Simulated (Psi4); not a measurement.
C$_{2}$H (SMILES [C-]#C), charge -1, singlet, geometry from GFN2-xTB (a gas-phase anion, which may not be bound at this level); Psi4 1.11 with CAM-B3LYP/6-31G.

Psi4 was given this input:
```
memory 2 GB

molecule {
-1 1
  C    -0.00000000   -0.00000000   -0.47996454
  C     0.00000000    0.00000000    0.74605881
  H    -0.00000000   -0.00000000   -1.59656562
}

set basis 6-31g
set dft_radial_scheme mura

energy('cam-b3lyp')
print_variables()
```

It wrote (shortened):

```
   => Loading Basis Set <=

    Name: 6-31G
    Role: ORBITAL
    Keyword: BASIS

         ---------------------------------------------------------
                                   SCF
               by Justin Turney, Rob Parrish, Andy Simmonett
                          and Daniel G. A. Smith
                              RKS Reference
         ---------------------------------------------------------

  ==> Geometry <==

    Molecular point group: c2v
    Full point group: C_inf_v

    Geometry (in Angstrom), charge = -1, multiplicity = 1:

       Center              X                  Y                   Z               Mass
    ------------   -----------------  -----------------  -----------------  -----------------
         C            0.000000000000     0.000000000000    -0.543307611240    12.000000000000
         C            0.000000000000     0.000000000000     0.682715738760    12.000000000000
         H            0.000000000000     0.000000000000    -1.659908691240     1.007825032230

  Running in c2v symmetry.

  Rotational constants: A = ************  B =      1.41515  C =      1.41515 [cm^-1]
  Rotational constants: A = ************  B =  42425.09991  C =  42425.09991 [MHz]
  Nuclear repulsion =   19.737201527900996

  Charge       = -1
  Multiplicity = 1
  Electrons    = 14
  Nalpha       = 7
  Nbeta        = 7

  ==> Algorithm <==

  SCF Algorithm Type is DF.
  DIIS enabled.
  MOM disabled.
  Fractional occupation disabled.
  Guess Type is SAD.
  Energy threshold   = 1.00e-06
  Density threshold  = 1.00e-06
  Integral threshold = 1.00e-12

  ==> Primary Basis <==

  Basis Set: 6-31G
    Blend: 6-31G
    Number of shells: 12
    Number of basis functions: 20
    Number of Cartesian functions: 20
    Spherical Harmonics?: false
    Max angular momentum: 1

  ==> DFT Potential <==

   => LibXC <=

    Version 7.1.2
    S. Lehtola, C. Steigemann, M. J. T. Oliveira, and M. A. L. Marques,  SoftwareX 7, 1–5 (2018) (10.1016/j.softx.2017.11.002)

   => Composite Functional: CAM-B3LYP <=

    CAM-B3LYP Hyb-GGA Exchange-Correlation Functional

    T. Yanai, D. P. Tew, and N. C. Handy,  Chem. Phys. Lett. 393, 51 (2004) (10.1016/j.cplett.2004.06.011)

    Deriv               =              1
    GGA                 =           TRUE
    Meta                =          FALSE

    Exchange Hybrid     =           TRUE
    MP2 Hybrid          =          FALSE

   => Exchange Functionals <=

    0.3500         Becke 88 [omega = 0.3300]
    0.4600   Short-range recipe for B88 functional - erf [omega = 0.3300]

   => Exact (HF) Exchange <=

    0.4600            HF,LR [omega = 0.3300]
    0.1900               HF

   => Correlation Functionals <=

    0.1900   Vosko, Wilk & Nusair (VWN5)
    0.8100   Lee, Yang & Parr

   => LibXC Density Thresholds  <==

    XC_HYB_GGA_XC_CAM_B3LYP:  1.00E-14

   => Molecular Quadrature <=

    Radial Scheme          =           MURA
    Pruning Scheme         =           NONE
    Nuclear Scheme         =       TREUTLER

    Blocking Scheme        =         OCTREE
    BS radius alpha        =              1
    Pruning alpha          =              1
    Radial Points          =             75
    Spherical Points       =            302
    Total Points           =          65120
    Total Blocks           =            535
    Max Points             =            256
    Max Functions          =             20
    Weights Tolerance      =       1.00E-15

   => Loading Basis Set <=

    Name: (6-31G AUX)
    Role: JKFIT
    Keyword: DF_BASIS_SCF

  ==> Integral Setup <==

  SCF_SUBTYPE=INCORE selected. In-core MEM_DF algorithm will be used.
  Using in-core AOs.

  ==> MemDFJK: Density-Fitted J/K Matrices <==

    J tasked:                   Yes
    K tasked:                   Yes
    wK tasked:                  Yes
    Omega:                3.300E-01
    Algorithm:                 Core
    Schwarz Cutoff:           1E-12
    Mask sparsity (%):       0.0000
    Fitting Condition:        1E-10

   => Auxiliary Basis Set <=

  Basis Set: (6-31G AUX)
    Blend: CC-PVDZ-JKFIT
    Number of shells: 57
    Number of basis functions: 187
    Number of Cartesian functions: 187
    Spherical Harmonics?: false
    Max angular momentum: 3

  Minimum eigenvalue in the overlap matrix is 3.3682019684E-03.
  Reciprocal condition number of the overlap matrix is 9.4428244347E-04.
    Using symmetric orthogonalization.

  ==> Pre-Iterations <==

  SCF Guess: Superposition of Atomic Densities via on-the-fly atomic UHF (no occupation information).

   -------------------------
    Irrep   Nso     Nmo
   -------------------------
     A1        12      12
     A2         0       0
     B1         4       4
     B2         4       4
   -------------------------
    Total      20      20
   -------------------------

  ==> Iterations <==

                           Total Energy        Delta E     RMS |[F,P]|

   @DF-RKS iter SAD:   -75.87228253242444   -7.58723e+01   0.00000e+00
   @DF-RKS iter   1:   -76.44678614476673   -5.74504e-01   3.68900e-02 DIIS/ADIIS
   @DF-RKS iter   2:   -76.52564842922065   -7.88623e-02   2.75748e-02 DIIS/ADIIS
   @DF-RKS iter   3:   -76.60473979761338   -7.90914e-02   8.73743e-03 DIIS/ADIIS
   @DF-RKS iter   4:   -76.61139569397891   -6.65590e-03   1.93953e-03 DIIS/ADIIS
   @DF-RKS iter   5:   -76.61172216083382   -3.26467e-04   8.59843e-05 DIIS
   @DF-RKS iter   6:   -76.61172387130587   -1.71047e-06   1.69120e-05 DIIS
   @DF-RKS iter   7:   -76.61172396060402   -8.92982e-08   1.68524e-06 DIIS
   @DF-RKS iter   8:   -76.61172396117659   -5.72570e-10   1.21528e-07 DIIS
  Energy and wave function converged.

  ==> Post-Iterations <==

   Electrons on quadrature grid:
      Ntotal   =   13.9999998626 ; deviation = -1.374e-07

    Orbital Energies [Eh]
    ---------------------

    Doubly Occupied:

       1A1    -9.936029     2A1    -9.928344     3A1    -0.511200
       4A1    -0.310326     1B2    -0.035752     1B1    -0.035752
       5A1    -0.021382

    Virtual:

       6A1     0.391606     2B2     0.414907     2B1     0.414907
       7A1     0.721113     8A1     0.828783     3B2     0.883645
       3B1     0.883645     4B2     1.012177     4B1     1.012177
       9A1     1.063526    10A1     1.121854    11A1     1.454320
      12A1     1.630048

    Final Occupation by Irrep:
             A1    A2    B1    B2
    DOCC [     5,    0,    1,    1 ]
    NA   [     5,    0,    1,    1 ]
    NB   [     5,    0,    1,    1 ]

  @DF-RKS Final Energy:   -76.61172396117659

   => Energetics <=

    Nuclear Repulsion Energy =             19.7372015279009965
    One-Electron Energy =                -145.5538218174377505
    Two-Electron Energy =                  57.3878299812565729
    DFT Exchange-Correlation Energy =      -8.1829336528964038
    Empirical Dispersion Energy =           0.0000000000000000
    VV10 Nonlocal Energy =                  0.0000000000000000
    Total Energy =                        -76.6117239611765939

Computation Completed

Properties will be evaluated at   0.000000,   0.000000,   0.000000 [a0]

Properties computed using the SCF density matrix

 Multipole Moments:

 ------------------------------------------------------------------------------------
     Multipole            Electronic (a.u.)      Nuclear  (a.u.)        Total (a.u.)
 ------------------------------------------------------------------------------------

 L = 1.  Multiply by 2.5417464519 to convert [e a0] to [Debye]
 Dipole X            :          0.0000000            0.0000000            0.0000000
 Dipole Y            :          0.0000000            0.0000000            0.0000000
 Dipole Z            :          0.5303341           -1.5561137           -1.0257796
 Magnitude           :                                                    1.0257796

 ------------------------------------------------------------------------------------

  Variable Map:
  ----------------------------------------------------------------------------
  "CURRENT ENERGY"              =>     -76.611723961177
  "CURRENT REFERENCE ENERGY"    =>     -76.611723961177
  "DD SOLVATION ENERGY"         =>       0.000000000000
  "DFT FUNCTIONAL TOTAL ENERGY" =>     -76.611723961177
  "DFT TOTAL ENERGY"            =>     -76.611723961177
  "DFT VV10 ENERGY"             =>       0.000000000000
  "DFT XC ENERGY"               =>      -8.182933652896
  "GRID ELECTRONS ALPHA"        =>       6.999999931291
  "GRID ELECTRONS BETA"         =>       6.999999931291
  "GRID ELECTRONS TOTAL"        =>      13.999999862582
  "NUCLEAR REPULSION ENERGY"    =>      19.737201527901
  "ONE-ELECTRON ENERGY"         =>    -145.553821817438
  "PCM POLARIZATION ENERGY"     =>       0.000000000000
  "PE ENERGY"                   =>       0.000000000000
  "SCF ITERATION ENERGY"        =>     -76.611723961177
  "SCF ITERATIONS"              =>       8.000000000000
  "SCF TOTAL ENERGY"            =>     -76.611723961177
  "TWO-ELECTRON ENERGY"         =>      57.387829981257
  "XC GRID RADIAL POINTS"       =>      75.000000000000
  "XC GRID SPHERICAL POINTS"    =>     302.000000000000
  "XC GRID TOTAL POINTS"        =>   65120.000000000000

  Array Variable Map:
  ----------------------------------------------------------------------------
  "CURRENT DIPOLE"              =>       0.000000000000 ... -1.025779637516 1 by 3
  "SCF DIPOLE"                  =>       0.000000000000 ... -1.025779637516 1 by 3
  "SCF TOTAL ENERGIES"          =>     -75.872282532424 ... -76.611723961177 1 by 9
```
